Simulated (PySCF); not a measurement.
Coordinates in bohr (charge 0 multiplicity 2):
```
Ir    0.0709    0.0000    0.0000
O     3.2089    0.0000    0.0000
F    -1.6983    3.0087    0.0000
F    -1.6983   -3.0087    0.0000
```

All numbers come from UPBE0/[Ir def2-SVP with ECP60, O def2-SVP, F def2-SVP], scalar-relativistic core potentials, density fitting, no spin–orbit coupling, PySCF.

This geometry of IrOF2 is a stationary point at this level.

Task: What is the point group?

Result: C2v.

Task: Is it a minimum?

Result: Yes: all harmonic wavenumbers are real.

Task: List the harmonic modes with their infrared intensities.

Result: 
```csv
symmetry,ω (cm⁻¹),IR (km/mol)
a1,161,4.9
b2,197,7.4
b1,215,5.2
a1,695,48.0
b2,700,93.4
a1,1064,63.0
```

Task: What are the dipole moment and the gap between the highest occupied and lowest empty levels of either spin?

Result: 0.20 D and 4.22 eV.

Task: Give the atomic charges and bond orders.

Result: 
```
atom  Mulliken  Löwdin  polar tensor  spin (Mulliken)  Mayer order to Ir1
 Ir1      0.93    0.35          1.44             0.58                   –
  O2     -0.25   -0.02         -0.46             0.41                2.03
F3,4     -0.34   -0.16         -0.49             0.01                0.93
```

In C2v the vibrations span 3a1 + 2b2 + b1. Here b1 is antisymmetric to the molecular plane and b2 lies in it.

Other isomers or separated fragments may lie lower. Other spin states or occupations of the open shell can lie lower. Spin–orbit coupling, left out here, can matter for elements this heavy.
